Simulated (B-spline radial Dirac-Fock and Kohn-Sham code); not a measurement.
A summary of the ionisation energies of aluminum (Z = 13) against charge, from ΔSCF Dirac-Fock with Breit, self-energy and vacuum polarisation, finite nucleus, configuration average and from the NIST table. The largest relative steps of the computed values, from charge +5 on, come at Al⁵⁺ (8 electrons left, 154.8 to 194.2 eV); Al⁶⁺ (7 electrons left, 194.2 to 236.5 eV); Al⁹⁺ (4 electrons left, 330.1 to 394.3 eV); Al¹¹⁺ (2 electrons left, 441.9 to 2084.7 eV). The median of |NIST − computed| / NIST over the 13 ions is 1.09 %.

| charge | computed (eV) | NIST (eV) |
| --- | --- | --- |
| 0 | 5.49 | 5.985769 |
| 1 | 17.55 | 18.82855 |
| 2 | 28.08 | 28.44764 |
| 3 | 118.5 | 119.9924 |
| 4 | 154.8 | 153.8252 |
| 5 | 194.2 | 190.49 |
| 6 | 236.5 | 241.76 |
| 7 | 281.9 | 284.64 |
| 8 | 330.1 | 330.21 |
| 9 | 394.3 | 398.65 |
| 10 | 441.9 | 442.005 |
| 11 | 2084.7 | 2085.977 |
| 12 | 2304.2 | 2304.14 |
